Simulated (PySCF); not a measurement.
**Nuclear quadrupole coupling in `Cc1cn([SiH3])nn1`**

Species: C3H7N3Si.
SMILES with atom numbers: `[CH3:1][c:2]1[cH:3][n:4]([SiH3:5])[n:6][n:7]1` (hydrogens: H8, H9, H10 on C1; H11 on C3; H12, H13, H14 on Si5)

Cartesian coordinates in Å at the GFN2-xTB level; atoms count from 1:
```
atom  x, y, z in Å
C1     2.608    0.184    0.617
C2     1.191   -0.174    0.353
C3     0.040    0.567    0.487
N4    -0.970   -0.254    0.102
Si5   -2.713   -0.018    0.052
N6    -0.440   -1.439   -0.246
N7     0.821   -1.396   -0.102
H8     2.903    1.043    0.015
H9     3.241   -0.662    0.368
H10    2.747    0.439    1.666
H11   -0.140    1.571    0.809
H12   -3.185   -1.095   -0.801
H13   -2.910    1.324   -0.496
H14   -3.193   -0.089    1.432
```

Field gradients from the PBE0/pcSseg-1 density (PySCF, non-relativistic), principal values in atomic units, ordered |Vxx| ≤ |Vyy| ≤ |Vzz|:

```csv
atom,Vxx,Vyy,Vzz
N4,-0.0775,-0.4080,0.4855
N6,0.2150,0.8485,-1.0635
N7,0.5306,0.5404,-1.0711
```

Problem. Find the asymmetry η = (Vxx − Vyy)/Vzz and the couplings χ = eQV/h (234.96 MHz × Q in barn × V in au), with Q(14N) = 0.02044 b.

Solution. 
```json
{"atom": "N4", "environment": "pyrrole-type nitrogen", "nucleus": "14N", "η": "0.68", "χzz (MHz)": "2.332", "χxx (MHz)": "-0.372", "χyy (MHz)": "-1.960"}
{"atom": "N6", "environment": "pyridine-type nitrogen", "nucleus": "14N", "η": "0.60", "χzz (MHz)": "-5.11", "χxx (MHz)": "1.03", "χyy (MHz)": "4.08"}
{"atom": "N7", "environment": "pyridine-type nitrogen", "nucleus": "14N", "η": "0.01", "χzz (MHz)": "-5.14", "χxx (MHz)": "2.55", "χyy (MHz)": "2.60"}
```

The gradient is axial or nearly so (η below 0.05) at N7. 

Problem. What is Vzz at N4 in SI units (1 au = 9.71736 × 10²¹ V/m²)?

Solution. 0.4855 au = 4.718 × 10²¹ V/m².

Problem. And the gradient at the other heavy atoms, for which no coupling is worked out here?

Solution. 
```
atom                          environment  Vzz (au)     η
  C1                 benzylic-type carbon     0.094  0.44
  C2          substituted aromatic carbon     0.164  0.99
  C3  aromatic CH next to a ring nitrogen    -0.221  0.16
 Si5                         SiH3 silicon     0.653  0.23
```

Were the hydrogens deuterons (Q(2H) = 0.00286 b), χzz would run from 107 kHz (H13 and H14) to 234 kHz (H11).

Geometry: GFN2-xTB; no solvent, vibrations or thermal averaging. GFN2-xTB frequencies show an imaginary mode (22i cm⁻¹), so this geometry is no minimum at that level. GFN2-xTB bond lengths can be off by several hundredths of an ångström, more for odd bonds, and the gradients follow them. The basis is small and wasn't made for field gradients, so the couplings can be 20 % off.
